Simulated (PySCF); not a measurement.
Record of a relaxation.

Compound: C3H7F3Si2.
SMILES with atom numbers: `[CH2:1]=[CH:2][SiH2:3][SiH2:4][C:5]([F:6])([F:7])[F:8]` (hydrogens: H9, H10 on C1; H11 on C2; H12, H13 on Si3; H14, H15 on Si4)

Computed by this run: PySCF 2.14.0, PBE0-D3(BJ)/def2-SVP geometry optimisation, gas phase; density fitting, grid level 2; the optimiser is geomeTRIC in internal coordinates, started from a GFN2-xTB structure. 6 of its 10 geometries are shown. The frame can shift and turn from step to step; on so coarse a grid that alone can change the energy by a few meV, and forces under 0.02 eV/Å are noise.

Step 0: E = -27098.6846 eV, largest atomic force 1.079 eV/Å
```
atom  x, y, z in Å  |  force x, y, z in eV/Å
C1      1.968    1.083    0.311   -0.060   0.203  -0.120
C2      1.959   -0.182    0.702   -0.573  -0.609  -0.166
Si3     0.643   -1.455    0.249    0.762   0.478   0.069
Si4    -1.038   -0.543   -1.065   -0.693   0.680   0.470
C5     -2.014    0.767    0.003   -0.339   0.483   0.629
F6     -1.371    1.951    0.104    0.089  -0.248  -0.139
F7     -2.217    0.351    1.275    0.141  -0.121  -0.301
F8     -3.233    1.050   -0.493    0.313  -0.200  -0.111
H9      1.194    1.499   -0.314   -0.467   0.258  -0.315
H10     2.747    1.773    0.603    0.457   0.339   0.175
H11     2.768   -0.529    1.334    0.358  -0.210   0.310
H12     0.123   -2.049    1.489   -0.377  -0.183   0.303
H13     1.293   -2.534   -0.513    0.129  -0.402  -0.280
H14    -2.130   -1.436   -1.464   -0.184  -0.589  -0.093
H15    -0.697    0.262   -2.242    0.443   0.123  -0.429
```

Step 2: E = -27098.8283 eV, largest atomic force 0.077 eV/Å
```
atom  x, y, z in Å  |  force x, y, z in eV/Å
C1      1.935    1.078    0.309    0.027   0.028   0.025
C2      1.961   -0.205    0.683   -0.026  -0.041  -0.007
Si3     0.658   -1.468    0.228   -0.022   0.011   0.053
Si4    -1.074   -0.500   -1.027    0.048  -0.003  -0.017
C5     -2.013    0.827    0.035   -0.035   0.045   0.010
F6     -1.265    1.922    0.255    0.046   0.009  -0.012
F7     -2.357    0.345    1.238    0.001  -0.066   0.039
F8     -3.141    1.241   -0.559   -0.014   0.001  -0.045
H9      1.119    1.502   -0.287    0.006   0.002   0.003
H10     2.727    1.778    0.597    0.001   0.006   0.001
H11     2.803   -0.551    1.298    0.002   0.014  -0.028
H12     0.057   -2.091    1.449    0.004   0.002   0.001
H13     1.256   -2.578   -0.581   -0.011  -0.003  -0.022
H14    -2.097   -1.510   -1.424    0.003  -0.002   0.007
H15    -0.573    0.218   -2.237   -0.031  -0.004  -0.009
```

Step 4: E = -27098.8311 eV, largest atomic force 0.052 eV/Å
```
atom  x, y, z in Å  |  force x, y, z in eV/Å
C1      1.952    1.085    0.334   -0.018  -0.012   0.016
C2      1.974   -0.209    0.673   -0.013   0.029  -0.025
Si3     0.651   -1.455    0.230    0.030  -0.013  -0.010
Si4    -1.083   -0.503   -1.032   -0.011   0.019   0.012
C5     -2.020    0.827    0.025   -0.019  -0.031  -0.021
F6     -1.265    1.919    0.242   -0.026  -0.001   0.017
F7     -2.361    0.340    1.229   -0.004   0.032  -0.032
F8     -3.147    1.243   -0.571    0.033   0.012   0.038
H9      1.124    1.532   -0.224    0.004   0.005  -0.004
H10     2.760    1.768    0.618    0.005   0.002   0.002
H11     2.831   -0.575    1.253    0.019  -0.021  -0.005
H12     0.066   -2.076    1.460   -0.021  -0.001  -0.007
H13     1.227   -2.566   -0.594    0.005  -0.004   0.013
H14    -2.105   -1.523   -1.406    0.008  -0.011   0.011
H15    -0.608    0.203   -2.258    0.009  -0.006  -0.004
```

Step 5: E = -27098.8321 eV, largest atomic force 0.033 eV/Å
```
atom  x, y, z in Å  |  force x, y, z in eV/Å
C1      1.952    1.085    0.342    0.003   0.003   0.014
C2      1.979   -0.213    0.665    0.003   0.017  -0.008
Si3     0.651   -1.454    0.230    0.017  -0.019  -0.018
Si4    -1.084   -0.502   -1.029   -0.015   0.014   0.006
C5     -2.023    0.831    0.023   -0.011  -0.023  -0.015
F6     -1.266    1.920    0.245   -0.008   0.003   0.019
F7     -2.370    0.344    1.225   -0.005   0.023  -0.023
F8     -3.145    1.252   -0.575    0.014   0.002   0.019
H9      1.117    1.540   -0.201    0.005  -0.006   0.005
H10     2.765    1.764    0.622   -0.001   0.000  -0.002
H11     2.846   -0.587    1.228    0.002   0.000  -0.015
H12     0.067   -2.074    1.459   -0.016   0.000  -0.004
H13     1.222   -2.566   -0.598    0.005  -0.006   0.014
H14    -2.103   -1.528   -1.396   -0.001  -0.007   0.009
H15    -0.612    0.196   -2.261    0.008   0.000   0.000
```

Step 7: E = -27098.8339 eV, largest atomic force 0.058 eV/Å
```
atom  x, y, z in Å  |  force x, y, z in eV/Å
C1      1.967    1.084    0.387    0.048   0.027   0.016
C2      2.019   -0.232    0.617   -0.017  -0.019   0.003
Si3     0.655   -1.448    0.223   -0.010  -0.004  -0.020
Si4    -1.096   -0.496   -1.016   -0.008  -0.026  -0.016
C5     -2.045    0.848    0.014    0.040  -0.007   0.034
F6     -1.276    1.923    0.273    0.001   0.001   0.003
F7     -2.437    0.357    1.199   -0.007   0.000   0.007
F8     -3.139    1.296   -0.612   -0.021  -0.001  -0.034
H9      1.090    1.577   -0.046   -0.012  -0.032   0.002
H10     2.807    1.742    0.638    0.000   0.007   0.002
H11     2.932   -0.645    1.069   -0.010   0.025  -0.015
H12     0.076   -2.057    1.461    0.006   0.008   0.007
H13     1.189   -2.571   -0.612    0.001  -0.006   0.008
H14    -2.109   -1.541   -1.346   -0.010   0.013  -0.006
H15    -0.636    0.171   -2.270    0.000   0.015   0.009
```

Step 9: E = -27098.8348 eV, largest atomic force 0.020 eV/Å
```
atom  x, y, z in Å  |  force x, y, z in eV/Å
C1      1.969    1.083    0.398   -0.013  -0.008   0.002
C2      2.031   -0.239    0.594   -0.001   0.013  -0.015
Si3     0.656   -1.451    0.221    0.001   0.000   0.009
Si4    -1.096   -0.494   -1.013    0.004  -0.004   0.007
C5     -2.048    0.846    0.017    0.008   0.004   0.014
F6     -1.277    1.910    0.312   -0.010  -0.009  -0.007
F7     -2.484    0.347    1.183    0.003   0.000  -0.006
F8     -3.118    1.314   -0.640   -0.003   0.005   0.000
H9      1.072    1.576    0.009    0.000   0.005  -0.002
H10     2.813    1.740    0.635    0.001   0.000   0.003
H11     2.962   -0.655    1.002    0.007  -0.013   0.006
H12     0.084   -2.042    1.471    0.002   0.006   0.003
H13     1.183   -2.587   -0.601   -0.004  -0.002  -0.001
H14    -2.120   -1.525   -1.353    0.007  -0.001  -0.013
H15    -0.630    0.187   -2.257   -0.001   0.003   0.000
```

Task: Summarise the path.

Result: The energy falls by 3.46 kcal/mol from step 0 to step 9; nine tenths of that is first reached at step 1. It falls at every step. The largest force goes from 1.079 to 0.020 eV/Å. Among the bonds Si3–Si4 changes most (a near tie, within 0.001 Å, with another), from 2.320 to 2.347 Å; the atoms move by 0.195 Å rms after alignment.

What follows is the cost of the whole optimisation. Hardware: an Arm Neoverse V1 with one thread (shared host). Cost: 1.9 min of wall time, 0.75 GiB resident at most.
